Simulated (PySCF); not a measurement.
Assigning NMR signals

Structure with atom numbers: `[CH3:1][O:2][SiH2:3][O:4][CH2:5][C:6](=[O:7])[N:8]([CH3:9])[CH3:10]`. Each H is labelled by its parent atom.

Gas phase, single conformer, non-relativistic Hamiltonian, fast rotation and ring inversion assumed for equivalent nuclei. Shieldings: GIAO B3LYP/pcSseg-1; geometry from PBE0-D3(BJ)/def2-SVP; PySCF 2.14.

Chemical shifts δ = σref − σ; TMS for 13C (σref 179.24) and 1H (σref 31.38), all at this level.

**Question.** Assign these signals to the numbered atoms. 13C{1H} NMR (computed): δ 177.7 (C), 65.9 (CH2), 53.1 (CH3), 34.6 (CH3), 34.5 (CH3).

**Answer.** 
| δ (ppm) | atoms | environment | reason |
| --- | --- | --- | --- |
| 177.7 | C6 | amide carbonyl carbon | it is a carbonyl in resonance with an O or N lone pair, the region of acids, esters and amides |
| 65.9 | C5 | sp3 CH2 bonded to O, α to a carbonyl | pulled downfield by the heteroatom |
| 53.1 | C1 | methyl carbon bonded to O | pulled downfield by the heteroatom |
| 34.6 | C9 | methyl carbon bonded to N | the inductive effect lowers its shielding |
| 34.5 | C10 | methyl carbon bonded to N | – |

C9 and C10 lie closer than the usual error of such a calculation, so a measured spectrum could show them in the other order.

**Question.** Assign these signals to the numbered atoms. 1H NMR (600 MHz, computed): δ 4.86 (s, 2H), 4.48 (s, 2H), 3.56 (s, 3H), 3.05 (s, 3H), 2.66 (s, 3H).

**Answer.** 
```tsv
δ (ppm)	atoms	environment	reason
4.86	H(Si3)	hydrogen on a silicon bonded to 2 O	–
4.48	H(C5)	hydrogen on an sp3 CH2 bonded to O, α to a carbonyl	its carbon carries O, hence the downfield position
3.56	H(C1)	hydrogen on a methyl carbon bonded to O	its carbon carries O, an electronegative neighbour
3.05	H(C10)	hydrogen on a methyl carbon bonded to N	its carbon carries N, an electronegative neighbour
2.66	H(C9)	hydrogen on a methyl carbon bonded to N	–
```

Rotation about the amide-type C–N bond is slow at room temperature, so the two groups on nitrogen are listed apart. Shifts are as computed. Against solution values, carbons near 30 ppm lie about +2 ppm off and those near 130 ppm about +6 ppm. Of 1313 compounds with measured shifts, 239 miss one by over three times the rms of a fit or turn the order of signals round; such compounds aren't used in these exercises. Multiplicities follow the n + 1 count of equivalent neighbours, as no J values were calculated; m marks all less simple cases, F and P coupling included.
